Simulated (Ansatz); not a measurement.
Harmonic frequencies (cm⁻¹) at PBE0-D4/def2-TZVP from Ansatz: 139, 259, 487, 526, 674, 860, 941, 1034, 1080, 1353, 1375, 1787, 1850, 2996, 3515.

Each molecule was computed in one conformer, which needn't be the lowest.

Problem. Which molecule is it?
A. `S[SiH]1BO1`
B. `FC1=NCO1`
C. `N=C(F)C=O`
D. `N=C=C(O)F`

Solution. C.
